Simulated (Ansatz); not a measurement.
Consider the redistribution: `[OH][In]([SH])[SH]` + `[NH2][Hf]([F])([Cl])[Br]` → `[NH2][In]([SH])[SH]` + `[OH][Hf]([F])([Cl])[Br]`.

Calculated with Ansatz (gas phase, PBE0-D4/def2-TZVP geometries, no zero-point term in ΔE). CBS: MP2 limit from def2 TZ/QZ plus the TZ coupled-cluster correction, frozen cores. Functionals use def2-TZVPP. B3LYP here is the variant with VWN-RPA as its local correlation; programs differ in this. HSE06 is defined as in plane-wave codes. Elements past krypton have def2 core potentials. For Br, Hf, In outer-core shells are correlated without core-valence functions, which leaves a few kJ/mol of doubt a bond. Scalar relativity is left out up to krypton. One conformer a species, not always the lowest.

`[OH][In]([SH])[SH]`:

Z-matrix (Å, degrees):
```
In
S 1 2.365
S 1 2.374 2 125.3
O 1 1.977 2 114.8 3 180.0
H 2 1.345 1 91.8 3 -180.0
H 3 1.344 1 93.1 2 -0.0
H 4 0.960 1 113.5 2 180.0
```

`[NH2][Hf]([F])([Cl])[Br]`:

```xyz
7

N    -0.585    0.192    1.115
Hf    0.430   -0.118   -0.578
F     2.093   -0.839   -0.042
Cl    0.663    1.929   -1.702
Br   -0.841   -1.728   -2.020
H    -1.485    0.647    1.191
H    -0.275   -0.083    2.037
```

`[NH2][In]([SH])[SH]`:

Cartesian coordinates in Å:
```
N -0.237 1.484 1.356
In 0.010 -0.006 0.027
S 2.038 -0.124 -1.214
S -1.646 -1.710 -0.122
H -1.186 1.710 1.617
H 0.273 2.339 1.183
H 1.701 -1.274 -1.820
H -0.954 -2.421 -1.027
```

`[OH][Hf]([F])([Cl])[Br]`:

```xyz
6

O    -0.305    1.282    0.661
Hf   -0.001   -0.369   -0.198
F    -1.566   -0.859   -1.144
Cl    0.462   -2.017    1.400
Br    1.899   -0.149   -1.811
H    -0.489    2.111    1.092
```

```json
{"level": "PBE-D4", "ΔE (kcal/mol)": "-9.7", "difference from CCSD(T)/CBS": "1.4"}
{"level": "B97M-V", "ΔE (kcal/mol)": "-10.1", "difference from CCSD(T)/CBS": "1.0"}
{"level": "B3LYP-D4", "ΔE (kcal/mol)": "-10.6", "difference from CCSD(T)/CBS": "0.5"}
{"level": "r2SCANh-D4", "ΔE (kcal/mol)": "-10.7", "difference from CCSD(T)/CBS": "0.4"}
{"level": "BHLYP-D4", "ΔE (kcal/mol)": "-11.6", "difference from CCSD(T)/CBS": "-0.5"}
{"level": "CAM-B3LYP-D4", "ΔE (kcal/mol)": "-11.7", "difference from CCSD(T)/CBS": "-0.6"}
{"level": "BLYP", "ΔE (kcal/mol)": "-9.6", "difference from CCSD(T)/CBS": "1.5"}
{"level": "PBE0", "ΔE (kcal/mol)": "-10.7", "difference from CCSD(T)/CBS": "0.4"}
{"level": "r2SCANh", "ΔE (kcal/mol)": "-10.7", "difference from CCSD(T)/CBS": "0.4"}
{"level": "r2SCAN0", "ΔE (kcal/mol)": "-11.1", "difference from CCSD(T)/CBS": "0.0"}
{"level": "HSE06", "ΔE (kcal/mol)": "-10.6", "difference from CCSD(T)/CBS": "0.5"}
{"level": "LC-ωPBE", "ΔE (kcal/mol)": "-12.1", "difference from CCSD(T)/CBS": "-1.0"}
{"level": "CCSD/def2-SVP", "ΔE (kcal/mol)": "-12.4", "difference from CCSD(T)/CBS": "-1.3"}
{"level": "SCS-MP2/def2-TZVPP", "ΔE (kcal/mol)": "-11.4", "difference from CCSD(T)/CBS": "-0.3"}
{"level": "SCS-MP2/def2-QZVPP", "ΔE (kcal/mol)": "-11.3", "difference from CCSD(T)/CBS": "-0.2"}
{"level": "CCSD/CBS(def2)", "ΔE (kcal/mol)": "-11.4", "difference from CCSD(T)/CBS": "-0.3"}
{"level": "CCSD(T)/CBS", "ΔE (kcal/mol)": "-11.1", "difference from CCSD(T)/CBS": "0"}
```

Problem. What do rigid-rotor, harmonic-oscillator terms from PBE0-D4/def2-TZVP frequencies (298.15 K, 1 bar) make of the CCSD(T)/CBS value? (Best estimate.)

Solution. Ansatz gave: ΔZPE = -0.1 kcal/mol, ΔH = -11.1 kcal/mol, ΔS = 3 J/(mol·K), ΔG = -11.2 kcal/mol.

Largest T1 diagnostic among the species: 0.015.

Leaving LDA and LC-ωPBE aside and taking each functional with its dispersion term where it has one, the values, not all of them listed here, spread over 2.3 kcal/mol, from CAM-B3LYP-D4 to revPBE-D4. LDA lies −1.6 kcal/mol from PBE without D4. From r2SCAN to r2SCAN0 (25 % exact exchange), in def2-TZVPP and without D4, ΔE moves by −0.8 kcal/mol. At CCSD(T), def2-SVP lies −1.1 kcal/mol from the extrapolated value and def2-TZVPP −0.2 kcal/mol.
